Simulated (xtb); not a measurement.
Br2, charge -1, doublet, from a rough starting geometry (a state made from the parent by changing its charge; the spin is typed, not shown lowest); GFN2-xTB in xtb.

The xtb input:
```
$ xtb mol.xyz --gfn 2 --chrg -1 --uhf 1 --opt vtight --json

# file mol.xyz
2

Br     0.06727523    -0.06581919    -1.52556226
Br    -0.08162343     0.03328553     1.56448935
```

The log (banner, timings and long lists left out):

```
   ID    Z sym.   atoms
    1   35 Br     1, 2

           -------------------------------------------------
          |                Calculation Setup                |
           -------------------------------------------------

molecular fragmentation (1/2 indicates fragments):
12
# atoms in fragment 1/2:     1     1
 fragment masses (1/2) :       79.90       79.90
CMA distance (Bohr)    :   5.849
constraining FC (au)   :  0.0500

           -------------------------------------------------
          |                 G F N 2 - x T B                 |
           -------------------------------------------------

          ...................................................
          :                      SETUP                      :
          :.................................................:
          :  # basis functions                  20          :
          :  # atomic orbitals                  18          :
          :  # shells                            6          :
          :  # electrons                        15          :
          :  max. iterations                   250          :
          :  Hamiltonian                  GFN2-xTB          :
          :  restarted?                      false          :
          :  GBSA solvation                  false          :
          :  PC potential                    false          :
          :  electronic temp.          300.0000000     K    :
          :  accuracy                    1.0000000          :
          :  -> integral cutoff          0.2500000E+02      :
          :  -> integral neglect         0.1000000E-07      :
          :  -> SCF convergence          0.1000000E-05 Eh   :
          :  -> wf. convergence          0.1000000E-03 e    :
          :  Broyden damping             0.4000000          :
          :  net charge                         -1          :
          :  unpaired electrons                  1          :
          ...................................................

 iter      E             dE          RMSdq      gap      omega  full diag
   1     -8.4356387 -0.843564E+01  0.100E+01   11.77       0.0  T
   2     -8.4363565 -0.717772E-03  0.517E+00   11.99       1.0  T
   3     -8.4367033 -0.346770E-03  0.715E-01   12.09       1.0  T
   4     -8.4367614 -0.580917E-04  0.159E-01   12.14       1.0  T
   5     -8.4367632 -0.185993E-05  0.831E-02   12.14       1.0  T
   6     -8.4367636 -0.362880E-06  0.627E-04   12.14     112.8  T
[...]
         :: total energy              -8.436761580451 Eh    ::
 * total energy  :    -8.4367616 Eh     change       -0.1030287E-12 Eh
 * total energy  :    -8.4363732 Eh     change        0.3883909E-03 Eh
 * total energy  :    -8.4368441 Eh     change       -0.4708933E-03 Eh
 * total energy  :    -8.4368480 Eh     change       -0.3948194E-05 Eh
 * total energy  :    -8.4368481 Eh     change       -0.7930523E-07 Eh
   *** GEOMETRY OPTIMIZATION CONVERGED AFTER 5 ITERATIONS ***
         :: total energy              -8.436848110270 Eh    ::
[...]
        12                          0.2632316               7.1629
        13                          0.2685004               7.3063
        14                          0.2685004               7.3063
        15                          0.2686999               7.3117
        16                          0.2686999               7.3117
        17                          0.2798145               7.6141
        18                          0.3121854               8.4950
      -------------------------------------------------------------
                  HL-Gap            0.4425608 Eh           12.0427 eV
             Fermi-level           -0.0749789 Eh           -2.0403 eV

     #   Z          covCN         q      C6AA      α(0)
     1  35 Br       0.488    -0.500   191.388    22.275
     2  35 Br       0.488    -0.500   191.388    22.275

 Mol. C6AA /au·bohr⁶  :        765.553750
 Mol. C8AA /au·bohr⁸  :      48405.190497
 Mol. α(0) /au        :         44.549766

Wiberg/Mayer (AO) data.
largest (>0.10) Wiberg bond orders for each atom

 ---------------------------------------------------------------------------
     #   Z sym  total        # sym  WBO       # sym  WBO       # sym  WBO
 ---------------------------------------------------------------------------
     1  35 Br   0.543 --     2 Br   0.543
     2  35 Br   0.543 --     1 Br   0.543
 ---------------------------------------------------------------------------

Topologies differ in total number of bonds
Writing topology from bond orders to xtbtopo.mol

molecular dipole:
                 x           y           z       tot (Debye)
 q only:        0.014       0.031      -0.037
   full:        0.014       0.031      -0.037       0.127
molecular quadrupole (traceless):
                xx          xy          yy          xz          yz          zz
 q only:        4.102       0.018       4.117       0.596      -0.394      -8.218
  q+dip:        5.860       0.027       5.882       0.851      -0.564     -11.743
   full:        5.219       0.024       5.238       0.758      -0.502     -10.456

optimized geometry written to: xtbopt.xyz

           -------------------------------------------------
          | TOTAL ENERGY               -8.436848110270 Eh   |
          | GRADIENT NORM               0.000002507000 Eh/α |
          | HOMO-LUMO GAP              12.042692394489 eV   |
           -------------------------------------------------

normal termination of xtb
```
